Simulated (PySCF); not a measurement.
# Excited states of SMILES FC(F)(F)C1=CC=C[SiH2]1, C5H5F3Si

Computed, not measured: PySCF 2.14.0, TDA CAM-B3LYP/aug-cc-pVDZ excited states, vertical, gas phase. Geometry: GFN2-xTB.

Input:
```
{"job": {"kind": "states", "xc": "CAM-B3LYP", "basis": "aug-cc-pVDZ", "tda": true, "soc": true, "nstates": 8, "ntriplets": 6, "nquad": 4}, "charge": 0, "multiplicity": 1}
F      2.527556     0.842553     1.187072
C      2.024440     0.038926     0.233387
F      2.494146    -1.199078     0.504101
F      2.628518     0.405208    -0.918755
C      0.553998     0.063786     0.122680
C     -0.250070     0.812107     0.888380
C     -1.672058     0.682704     0.608843
C     -2.008291    -0.162718    -0.374118
Si    -0.459221    -0.952293    -1.116388
H      0.098142     1.475390     1.667045
H     -2.378879     1.257562     1.188974
H     -3.033589    -0.328700    -0.657659
H     -0.185221    -0.551152    -2.492777
H     -0.340148    -2.384769    -0.862951
```
Coordinates are in Å.

Command: `OMP_NUM_THREADS=1 python excited_run.py task.json out`

(1) Show the output.

## Answers

(1) H and L stand for HOMO and LUMO.
```
coarse grid: 13416 points
cycle   1  E = -782.2442478159  dE =  1.695e+00  |g| = 9.184e-01  |ddm| = 1.761e+01
cycle   2  E = -782.1906915922  dE =  5.356e-02  |g| = 1.156e+00  |ddm| = 4.539e+00
cycle   3  E = -782.4045784561  dE = -2.139e-01  |g| = 7.746e-02  |ddm| = 2.452e+00
cycle   4  E = -782.4055735156  dE = -9.951e-04  |g| = 4.560e-02  |ddm| = 3.905e-01
cycle   5  E = -782.4060702141  dE = -4.967e-04  |g| = 9.764e-03  |ddm| = 2.423e-01
cycle   6  E = -782.4060926653  dE = -2.245e-05  |g| = 3.033e-03  |ddm| = 3.790e-02
cycle   7  E = -782.4060951513  dE = -2.486e-06  |g| = 8.356e-04  |ddm| = 1.175e-02
final grid: 129640 points
cycle   8  E = -782.4184430753  dE = -2.469e-05  |g| = 5.007e-03  |ddm| = 2.614e-01
cycle   9  E = -782.4184418998  dE =  1.175e-06  |g| = 5.896e-03  |ddm| = 3.166e-02
cycle  10  E = -782.4184481939  dE = -6.294e-06  |g| = 3.324e-04  |ddm| = 1.501e-02
cycle  11  E = -782.4184482135  dE = -1.964e-08  |g| = 1.973e-04  |ddm| = 2.213e-03
cycle  12  E = -782.4184482230  dE = -9.483e-09  |g| = 4.106e-05  |ddm| = 7.234e-04
cycle  13  E = -782.4184482234  dE = -4.172e-10  |g| = 1.353e-05  |ddm| = 1.959e-04
converged SCF energy = -782.4184482234

Singlet excitations
state   eV       nm        f     d(h-e)  d(exc)  Lambda  PR(NTO)  |dmu|/D   mu/D   main configurations
  1   4.7206   262.6   0.11804   0.185   2.681   0.797   1.100    0.700    3.650   H->L 0.94
  2   5.7123   217.0   0.00017   0.484   2.628   0.544   1.031    0.827    3.635   H-1->L 0.97
  3   6.3178   196.2   0.01286   0.959   3.934   0.283   1.430    4.720    1.473   H->L+1 0.68, H-3->L 0.17
  4   6.3417   195.5   0.00042   0.553   3.097   0.510   1.604    1.979    2.199   H-3->L 0.74, H->L+1 0.16
  5   6.5429   189.5   0.00213   1.614   3.788   0.230   1.106                     H->L+2 0.59, H->L+5 0.16, H->L+8 0.09
  6   6.9050   179.6   0.04054   0.264   3.061   0.667   1.865                     H-2->L 0.63, H->L+9 0.19, H->L+10 0.10
  7   7.0372   176.2   0.00057   0.817   4.188   0.208   1.014                     H->L+6 0.54, H->L+3 0.19
  8   7.2311   171.5   0.01368   1.497   4.635   0.213   1.042                     H->L+5 0.62, H->L+2 0.15

Triplet excitations (Tamm-Dancoff)
state   eV     d(h-e)  d(exc)  Lambda  PR(NTO)   main configurations
  1   2.6422   0.038   2.421   0.803   1.066   H->L 0.95
  2   4.8071   0.044   2.161   0.661   1.827   H-2->L 0.53, H->L+9 0.16, H-4->L 0.11
  3   5.2565   0.511   2.562   0.541   1.049   H-1->L 0.96
  4   5.7812   0.461   2.653   0.587   1.090   H-3->L 0.93
  5   6.2629   1.111   4.058   0.217   1.018   H->L+1 0.79
  6   6.4148   1.324   3.723   0.216   1.023   H->L+2 0.56, H->L+5 0.18, H->L+8 0.10
S1 - T1 = 2.0785 eV

Spin-orbit couplings |<S|Hso|T>| (cm-1)
             T1       T2       T3       T4       T5       T6
S0        0.420    0.516    4.818    1.042    2.127    2.726
S1        0.134    0.006    5.842    2.219    3.169    6.029
S2        3.835    7.129    1.349   25.655    0.525    1.092
S3        1.686    0.347   10.656    1.017    0.146    4.132
S4        0.514    3.213   22.063    0.576    1.527    1.717
S5        3.274    2.264    4.832    0.815    4.309    0.437
S6        0.357    0.170   14.903   11.603    1.360    1.876
S7        0.599    0.388    0.284    0.685    3.089    6.742
S8        2.168    0.472    0.453    0.060    2.824    1.405
T1 sublevels (cm-1): 0.000 0.000 0.000   radiative rates (1/s): 0.00832 0.00101 0.000367
```

It took 76 s wall time on 1 thread of an Arm Neoverse V2, shared host, peak memory 1.1 GiB.
